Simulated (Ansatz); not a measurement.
```yaml
atoms:
  - { symbol: Al, position_ang: [0.0000, 0.0000, -1.2204] }
  - { symbol: P, position_ang: [0.0000, 0.0000, 1.2204] }
```

Basis set: 6-31G (spherical functions). Correlated methods keep 10 orbitals frozen. Correlation on ROHF uses semicanonical orbitals with singles. Charge 0, multiplicity 3.

Computed with Ansatz (development build ahead of 0.2.0); the reference of a correlated method needn't be the lowest determinant of its kind.

Question: Give the atomization energy at this shape (free ground-state atoms in the same class of orbitals less the molecule, no zero-point energy) of triplet AlP by ROHF-CCSD(T), UHF-BCCD(T).

Answer:

| method | atomization energy |
| --- | --- |
| ROHF-CCSD(T) | 1.19 eV |
| UHF-BCCD(T) | 1.19 eV |

Caution: the reference determinant was not shown to be the lowest.

This basis has no polarisation functions and is too small for such energies, which can lie far from measured ones in either direction.
